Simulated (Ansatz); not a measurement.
The same molecule with X = Ti, Zr, Hf. Ansatz, PBE0-D4/def2-TZVP geometries, multiplicity 1.

Elements past krypton have def2 core potentials. Scalar relativity is left out up to krypton.

```json
{"X": "Ti", "molecule": "`[Cl][Ti]([Cl])([Cl])[Cl]`", "mean X–Cl bond length / Å": "2.162", "HOMO energy (B3LYP/def2-TZVPP) / eV": "-9.34", "HOMO–LUMO gap (ωB97M-V/def2-TZVPP) / eV": "10.21", "LUMO energy (PBE0/def2-TZVPP) / eV": "-3.73"}
{"X": "Hf", "molecule": "`[Cl][Hf]([Cl])([Cl])[Cl]`", "mean X–Cl bond length / Å": "2.318", "HOMO energy (B3LYP/def2-TZVPP) / eV": "-9.41", "HOMO–LUMO gap (ωB97M-V/def2-TZVPP) / eV": "11.94", "LUMO energy (PBE0/def2-TZVPP) / eV": "-2.11"}
```

Q: Give the row for X = Zr, `[Cl][Zr]([Cl])([Cl])[Cl]`. (Best estimate.)

A: Computed: 
```tsv
X	molecule	mean X–Cl bond length / Å	HOMO energy (B3LYP/def2-TZVPP) / eV	HOMO–LUMO gap (ωB97M-V/def2-TZVPP) / eV	LUMO energy (PBE0/def2-TZVPP) / eV
Zr	`[Cl][Zr]([Cl])([Cl])[Cl]`	2.316	-9.42	11.38	-2.65
```

From Ti to Hf the mean X–Cl bond length rises at each step, by 0.156 Å in all; the HOMO energy (B3LYP/def2-TZVPP) isn't monotonic: highest at Ti, lowest at Zr; the HOMO–LUMO gap (ωB97M-V/def2-TZVPP) rises at each step, by 1.73 eV in all; the LUMO energy (PBE0/def2-TZVPP) rises at each step, by 1.62 eV in all.

B3LYP here is the variant with VWN-RPA as its local correlation; programs differ in this.
